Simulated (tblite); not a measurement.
`F[C]([Si@@H](C#CC)CF)F` [radical] (doublet state). Computed geometry: GFN2-xTB, gas phase. This method treats the open shell by occupation alone, without spin polarisation.

```
atom  x, y, z in Å
C1     3.2053   -0.2968   -0.7030
C2     1.7738   -0.1570   -0.6056
C3     0.5722   -0.0643   -0.5280
Si4   -1.2504    0.1761   -0.3705
C5    -1.8650   -1.1961    0.8204
F6    -3.2431   -1.1887    0.8956
C7    -1.6905    1.8026    0.4557
F8    -1.4657    2.0647    1.7432
F9    -1.7285    2.9559   -0.2130
H10    3.5602    0.1692   -1.6215
H11    3.4788   -1.3515   -0.7097
H12    3.6825    0.1881    0.1482
H13   -1.9562    0.1685   -1.6480
H14   -1.5802   -2.1917    0.4720
H15   -1.4976   -1.0710    1.8422
```

(1) How far are the heavy atoms from their best plane (unweighted least squares)?

(2) Give the dihedral angles H13–Si4–C5–H14, C3–Si4–C5–H14, C3–Si4–C5–F6.

(3) How far apart are these pairs, which share no bond: C1···H15, F8···H12, F9···H13, F9···H14?

(4) What are the angles H10–C1–H12, H11–C1–H12, C1–C2–C3, C3–Si4–C7, Si4–C5–H15, Si4–C5–H14, F6–C5–H14?

(5) What is the repulsion energy of the bare nuclei, Σ ZA·ZB/RAB?

Answers

(1) 0.558 Å rms; C1 0.31, C2 0.02, C3 0.30, Si4 0.69, C5 0.27, F6 0.07, C7 0.05, F8 1.25, F9 0.70 Å (magnitudes).

(2) H13–Si4–C5–H14 69° (synclinal); C3–Si4–C5–H14 -55° (synclinal); C3–Si4–C5–F6 -174° (antiperiplanar). Dihedral signs follow IUPAC: positive where, seen along the central bond, the front bond turns clockwise onto the rear one.

(3) C1···H15 5.403 Å (5 bonds apart); F8···H12 5.707 Å (6 bonds apart); F9···H13 3.143 Å (3 bonds apart); F9···H14 5.195 Å (4 bonds apart).

(4) From the scalar product of the two bond vectors; for H10–C1–H12 it is -0.3865 Å² over 1.0894 × 1.0897 Å², cos θ = -0.3256. H10–C1–H12 109.0°; H11–C1–H12 109.0°; C1–C2–C3 178.8°; C3–Si4–C7 112.5°; Si4–C5–H15 113.0°; Si4–C5–H14 111.7°; F6–C5–H14 106.4°.

(5) 494.03 Eh over 105 pairs, with full nuclear charges and distances in bohr; the largest single term is 24.45 Eh (Si4 with F6).

GFN2-xTB frequencies show an imaginary mode (25i cm⁻¹), so the point is no minimum at that level. 3 starts were optimised and ended at 0.00, 0.40 and 0.86 kcal/mol (GFN2-xTB); the lowest of these is shown.

One conformer stands for the species.
